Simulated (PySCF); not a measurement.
Point-charge models of `C[SiH](P1C(F)=C1)C` against its computed dipole.

Coordinates (GFN2-xTB, Å) and charges (e) from the PBE0/pcSseg-1 density (PySCF):

| atom | x | y | z | Mulliken | IAO | Hirshfeld | ESP-fitted |
| --- | --- | --- | --- | --- | --- | --- | --- |
| C1 | -0.489 | 0.915 | 1.255 | -0.6136 | -0.7092 | -0.2166 | -0.8658 |
| Si2 | -0.652 | 0.021 | -0.424 | +0.6058 | +0.7127 | +0.3032 | +0.9740 |
| C3 | -1.945 | -1.371 | -0.353 | -0.6182 | -0.7163 | -0.2171 | -0.8237 |
| P4 | 1.330 | -0.956 | -1.008 | +0.0468 | +0.1577 | +0.0215 | -0.2962 |
| C5 | 2.431 | 0.552 | -1.183 | -0.2597 | -0.3678 | -0.1083 | -0.2385 |
| C6 | 2.490 | 0.029 | 0.005 | +0.1415 | +0.1406 | +0.0427 | +0.2354 |
| F7 | 3.062 | 0.159 | 1.189 | -0.2168 | -0.2174 | -0.0553 | -0.1269 |
| H8 | -1.435 | 1.337 | 1.579 | +0.1440 | +0.1576 | +0.0432 | +0.2089 |
| H9 | 0.229 | 1.728 | 1.189 | +0.1448 | +0.1572 | +0.0364 | +0.1718 |
| H10 | -0.145 | 0.237 | 2.032 | +0.1426 | +0.1549 | +0.0385 | +0.2162 |
| H11 | -1.035 | 1.020 | -1.442 | -0.0552 | -0.1241 | -0.0870 | -0.2131 |
| H12 | -1.692 | -2.113 | 0.400 | +0.1416 | +0.1554 | +0.0414 | +0.2026 |
| H13 | -2.011 | -1.883 | -1.308 | +0.1424 | +0.1580 | +0.0414 | +0.1863 |
| H14 | -2.930 | -0.981 | -0.117 | +0.1402 | +0.1564 | +0.0422 | +0.1840 |
| H15 | 2.787 | 1.315 | -1.836 | +0.1139 | +0.1844 | +0.0738 | +0.1849 |

What dipole does each set of charges give (1 e·Å = 4.803 D), and what does the density give?

The full density gives (-0.94, 0.98, -0.10) D, 1.36 D in size; dipole vectors point from the negative to the positive end.

```json
{"scheme": "Mulliken", "μx": "-2.54", "μy": "-0.26", "μz": "-1.88", "size (D)": "3.17", "share of the full size (%)": "233", "angle to the full dipole (°)": "57"}
{"scheme": "IAO", "μx": "-1.60", "μy": "-0.86", "μz": "-2.37", "size (D)": "2.99", "share of the full size (%)": "220", "angle to the full dipole (°)": "77"}
{"scheme": "Hirshfeld", "μx": "-0.04", "μy": "-0.24", "μz": "-0.70", "size (D)": "0.74", "share of the full size (%)": "55", "angle to the full dipole (°)": "98"}
{"scheme": "ESP-fitted", "μx": "-0.95", "μy": "0.91", "μz": "-0.10", "size (D)": "1.32", "share of the full size (%)": "97", "angle to the full dipole (°)": "2"}
```

Which set comes closest?

Length of the difference vector: ESP-fitted 0.06 D, Hirshfeld 1.63 D, Mulliken 2.70 D, IAO 3.00 D. Closest: ESP-fitted. The schemes that divide the density aren't constrained to reproduce the dipole.

What is left for the Hirshfeld atoms' own dipoles?

The shares of the density sum to the whole, so what Σ q r misses lies in dipoles about the nuclei. The atomic dipoles sum to (-0.94, 0.98, -0.10) − (-0.04, -0.24, -0.70) = (-0.90, 1.22, 0.60) D, 1.63 D in size.

With the origin at the mean of the coordinates, (0.000, 0.001, -0.001) Å, which are the largest single terms, by size, of the ESP-fitted dipole along the direction of the full one?

C1 -3.76, Si2 +2.33, P4 +2.18, C6 -1.93, H8 +1.84 D; all 15 atoms together +1.32 D. The single terms depend on the origin, their sum doesn't.

Give the size of the full dipole in other units.

1.36 D = 0.535 au = 0.283 e·Å = 4.54 × 10⁻³⁰ C·m.

The structure is a single GFN2-xTB conformer in the gas phase; no vibrational or solvent corrections.

These values come from a run that also computed NMR shieldings. Time: 24 s. Hardware: one thread of an Arm Neoverse V1, no GPU (shared host).

Conformer computed: `[CH3:1][SiH:2]([CH3:3])[P:4]1[CH:5]=[C:6]1[F:7]`: C1–Si2–P4–C5 -63°.
